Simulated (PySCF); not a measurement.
BCl, triplet, geometry from GFN2-xTB (the spin is typed, not shown lowest); PySCF with WB97X/def2-SVP.

PySCF was given this input:
```python
from pyscf import gto, scf, dft

mol = gto.Mole()
mol.atom = '''
    B    -0.000000   -0.000000   -1.299651
    Cl    0.000000    0.000000    0.382250
'''
mol.basis = 'def2-svp'
mol.charge = 0
mol.spin = 2
mol.verbose = 4
mol.build()

mf = dft.UKS(mol)
mf.xc = 'wb97x'
mf.grids.level = 5
mf.kernel()
```

Q: What does PySCF print? Leave out banner, timings and long lists.

A: 
```
PySCF version 2.14.0

[INPUT] verbose = 4
[INPUT] num. atoms = 2
[INPUT] num. electrons = 22
[INPUT] charge = 0
[INPUT] spin (= nelec alpha-beta = 2S) = 2
[INPUT] symmetry False subgroup None
[INPUT] Mole.unit = angstrom
[INPUT] Symbol           X                Y                Z      unit          X                Y                Z       unit  Magmom
[INPUT]  1 B      0.000000000000   0.000000000000  -1.299651000000 AA    0.000000000000   0.000000000000  -2.455984447517 Bohr   0.0
[INPUT]  2 Cl     0.000000000000   0.000000000000   0.382250000000 AA    0.000000000000   0.000000000000   0.722347811115 Bohr   0.0

nuclear repulsion = 26.7435853407543
number of shells = 14
number of NR pGTOs = 60
number of NR cGTOs = 32
basis = def2-svp
ecp = {}

******** <class 'pyscf.dft.uks.UKS'> ********
method = UKS
initial guess = minao
damping factor = 0
level_shift factor = 0
DIIS = <class 'pyscf.scf.diis.CDIIS'>
diis_start_cycle = 1
diis_space = 8
diis_damp = 0
SCF conv_tol = 1e-09
SCF conv_tol_grad = None
SCF max_cycles = 50
direct_scf = True
direct_scf_tol = 1e-13
number electrons alpha = 12  beta = 10
XC library pyscf.dft.libxc version 7.1.2
    S. Lehtola, C. Steigemann, M. J. T. Oliveira, and M. A. L. Marques,  SoftwareX 7, 1–5 (2018)
XC functionals = wb97x
    J.-D. Chai and M. Head-Gordon,  J. Chem. Phys. 128, 084106 (2008)
radial grids:
    Treutler-Ahlrichs [JCP 102, 346 (1995); DOI:10.1063/1.469408] (M4) radial grids

becke partition: Becke, JCP 88, 2547 (1988); DOI:10.1063/1.454033
pruning grids: <function nwchem_prune>
grids dens level: 5
symmetrized grids: False
atomic radii adjust function: <function treutler_atomic_radii_adjust>
small_rho_cutoff = 0
Set gradient conv threshold to 3.16228e-05
tot grids = 86208
init E= -484.888004576443

cycle= 1 E= -484.683562536494  delta_E= 0.204  |g|= 0.172  |ddm|= 1.29
cycle= 2 E= -484.711199381864  delta_E= -0.0276  |g|= 0.101  |ddm|= 0.364
cycle= 3 E= -484.718788287585  delta_E= -0.00759  |g|= 0.0295  |ddm|= 0.131
cycle= 4 E= -484.720269753394  delta_E= -0.00148  |g|= 0.00943  |ddm|= 0.0736
cycle= 5 E= -484.720441187115  delta_E= -0.000171  |g|= 0.00341  |ddm|= 0.0254
cycle= 6 E= -484.720464441087  delta_E= -2.33e-05  |g|= 0.00102  |ddm|= 0.00992
cycle= 7 E= -484.720466981026  delta_E= -2.54e-06  |g|= 0.00026  |ddm|= 0.00322
cycle= 8 E= -484.720467198428  delta_E= -2.17e-07  |g|= 8.6e-05  |ddm|= 0.00086
cycle= 9 E= -484.720467224599  delta_E= -2.62e-08  |g|= 1.92e-05  |ddm|= 0.000342
cycle= 10 E= -484.720467225623  delta_E= -1.02e-09  |g|= 4.05e-06  |ddm|= 6.4e-05
cycle= 11 E= -484.720467225652  delta_E= -2.92e-11  |g|= 9.14e-07  |ddm|= 1.18e-05
Extra cycle  E= -484.720467225652  delta_E= -7.39e-13  |g|= 5.02e-07  |ddm|= 2.05e-06
converged SCF energy = -484.720467225652  <S^2> = 2.0047152  2S+1 = 3.0031418
```
